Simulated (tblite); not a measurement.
Species: C8H6OS2.
Structure used (GFN2-xTB), in Å, numbered top down from 1:
```xyz
17
C8H6OS2 angstrom
C     -1.709    2.493   -1.196
C     -0.267    2.246   -0.837
O      0.601    3.083   -0.967
C      0.039    0.916   -0.314
C      1.282    0.477    0.075
C      1.245   -0.844    0.532
S      2.412   -1.963    1.146
C      1.181   -3.163    1.332
C     -0.057   -2.752    0.952
C     -0.025   -1.421    0.492
S     -1.194   -0.313   -0.118
H     -1.825    3.506   -1.572
H     -2.337    2.353   -0.319
H     -2.028    1.782   -1.956
H      2.158    1.097    0.024
H      1.458   -4.124    1.720
H     -0.940   -3.361    0.997
```

Level: GFN2-xTB in tblite, geometry and Hessian alike; calculated harmonic values, unscaled, isolated species. Against measured fundamentals such values can be off by several per cent, at times by over 20. One conformer, not necessarily the lowest.

Harmonic wavenumbers (cm⁻¹): 51.3, 89.1, 117.6, 133.1, 201.0, 252.4, 292.7, 343.4, 407.4, 435.4, 460.6, 471.1, 528.3, 583.1, 595.6, 601.4, 704.9, 750.7, 778.4, 820.0, 823.7, 829.0, 897.7, 984.3, 989.6, 1014.0, 1078.0, 1123.3, 1160.1, 1213.7, 1321.7, 1368.0, 1376.6, 1433.0, 1447.9, 1457.0, 1472.7, 1490.5, 1715.2, 3023.7, 3030.1, 3060.2, 3145.5, 3148.9, 3164.4.

A = 2186, B = 541.3, C = 435.0 MHz; mass 181.986 u (most abundant isotopes); point group Cs, symmetry number 1.

Q: What is the zero-point energy?

A: Half the sum of the wavenumbers: 25193 cm⁻¹ = 72.03 kcal/mol.

Q: What is S at 273.15 K and 1 bar for an ideal gas of classical rigid rotors and harmonic oscillators?

A: Translation 41.09, rotation 30.55, vibration 25.66: S = 97.3 cal/(mol K).

Q: And Cp and H(273.15 K) − H(0)?

A: Cp = 37.33 cal/(mol K), of which vibrations give 29.38 (their classical limit is 45 R = 89.4); H(273.15 K) − H(0) = 6.04 kcal/mol without the zero-point energy, 3.87 from vibrations.

Q: What must be added to the electronic energy to get the Gibbs energy at 273.15 K and 1 bar?

A: ZPE + [H(273.15 K) − H(0)] − T·S = 72.03 + 6.04 − 26.58 = 51.49 kcal/mol.

Q: Which modes carry the vibrational entropy at 273.15 K?

A: 51.3 cm⁻¹: 4.59; 89.1 cm⁻¹: 3.51; 117.6 cm⁻¹: 2.97; 133.1 cm⁻¹: 2.73; 201.0 cm⁻¹: 1.96; 252.4 cm⁻¹: 1.56 cal/(mol K); the other 39 give 8.33 together.

Q: Blend soft modes into free rotors: weight 1/[1 + (100 cm⁻¹/ν̃)⁴] for the oscillator and the rest for a rotor with moment μB/(μ + B), μ = h/(8π²ν), B = 10⁻⁴⁴ kg m². What vibrational entropy results?

A: 24.04 cal/(mol K) in place of 25.66, which changes −T·S at 273.15 K by +0.44 kcal/mol.

Hindered rotation and anharmonicity are outside this model. Other conformers, if any are populated, would add a mixing term that is left out.

The run took 1.5 s on Intel Xeon Platinum 8259CL at 2.50 GHz, one thread, shared host. This covers the Hessian and the dipole derivatives.
